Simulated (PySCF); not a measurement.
Input of a run on `OCC1COCOC1`: the job's settings, then the atoms in Å.
```
{"job": {"kind": "uv", "xc": "PBE0", "basis": "def2-SVPD", "solvent": "cyclohexane", "nstates": 6, "ntriplets": 0}, "charge": 0, "multiplicity": 1}
O     -2.202994     1.064413     1.395579
C     -1.841327     0.268759     0.298981
C     -0.404435    -0.220408     0.367550
C     -0.008850    -1.050985    -0.848756
O      1.348631    -1.409357    -0.789131
C      2.170041    -0.293668    -0.661999
O      1.911383     0.441053     0.487059
C      0.591691     0.926334     0.498698
H     -2.136902     0.524063     2.190090
H     -1.975093     0.900769    -0.595654
H     -2.521515    -0.598476     0.174012
H     -0.283327    -0.868908     1.255913
H     -0.588151    -1.984597    -0.909542
H     -0.210382    -0.468391    -1.774641
H      2.052079     0.360423    -1.558889
H      3.204942    -0.655083    -0.598391
H      0.442782     1.481079     1.434212
H      0.438762     1.640666    -0.340270
```

Method: TDDFT PBE0/def2-SVPD, vertical, IEF-PCM cyclohexane (non-equilibrium linear response), core orbitals frozen in the response (PySCF, density fitting); geometry PBE0-D3(BJ)/def2-SVP, gas phase, not relaxed in the solvent; ε = 2.017, cavity from Bondi-type radii × 1.2. The static polarisability takes the continuum's full static response.

**Question.** Give the output.

**Answer.** 
```
coarse grid: 14888 points
cycle   1  E = -421.2440195212  dE =  1.181e+00  |g| = 8.325e-01  |ddm| = 6.112e+00
cycle   2  E = -421.1082434133  dE =  1.358e-01  |g| = 1.203e+00  |ddm| = 2.529e+00
cycle   3  E = -421.3728552458  dE = -2.646e-01  |g| = 8.276e-02  |ddm| = 1.491e+00
cycle   4  E = -421.3740245086  dE = -1.169e-03  |g| = 3.406e-02  |ddm| = 1.783e-01
cycle   5  E = -421.3742916576  dE = -2.671e-04  |g| = 7.807e-03  |ddm| = 6.577e-02
cycle   6  E = -421.3743044868  dE = -1.283e-05  |g| = 1.534e-03  |ddm| = 1.673e-02
cycle   7  E = -421.3743048905  dE = -4.037e-07  |g| = 5.937e-04  |ddm| = 2.885e-03
final grid: 143384 points
cycle   8  E = -421.4525973144  dE = -6.524e-05  |g| = 1.440e-02  |ddm| = 2.097e-01
cycle   9  E = -421.4525546746  dE =  4.264e-05  |g| = 2.098e-02  |ddm| = 4.386e-02
cycle  10  E = -421.4526372123  dE = -8.254e-05  |g| = 1.087e-03  |ddm| = 2.576e-02
cycle  11  E = -421.4526374840  dE = -2.717e-07  |g| = 2.570e-04  |ddm| = 2.219e-03
cycle  12  E = -421.4526374983  dE = -1.430e-08  |g| = 7.019e-05  |ddm| = 6.841e-04
cycle  13  E = -421.4526374993  dE = -9.771e-10  |g| = 2.544e-05  |ddm| = 2.252e-04
converged SCF energy = -421.4526374993

Static polarisability (au): isotropic 79.434, principal 72.044 78.094 88.165

Singlet excitations
state   eV       nm        f      main configurations
  1   7.1668    173.0   0.00620   H-2->L 0.51, H-1->L 0.30, H->L 0.12
  2   7.3874    167.8   0.00755   H->L 0.79, H-1->L 0.09
  3   7.5794    163.6   0.00079   H-1->L 0.43, H-2->L 0.27, H-1->L+1 0.17
  4   7.6493    162.1   0.00058   H->L+1 0.79
  5   7.7793    159.4   0.07528   H-1->L+1 0.66, H-2->L 0.09, H-1->L 0.08
  6   7.9129    156.7   0.02113   H->L+2 0.82
```

The cycles run first on a coarse grid and then on the final one, and are numbered through; the first dE on the final grid is taken against the last density's energy on that grid. Energies include the polarisation term of the continuum.

**Question.** The same input without solvent ends at -421.447438 Eh. What does the continuum change?

**Answer.** The energy falls by 0.005199 Eh, 13.65 kJ/mol; the polarisation term alone is -14.43 kJ/mol. HOMO -7.81 → -7.78 eV, LUMO 0.38 → 0.58 eV, dipole 1.35 → 1.54 D. The SCF took 13 cycles in the solvent and 14 in the gas phase.

On an Intel Xeon Platinum 8375C at 2.90 GHz with one thread, on a shared host, this took 40 s and 1.2 GiB of memory at its peak. This is the whole response run at PBE0/def2-SVPD in cyclohexane, SCF included.
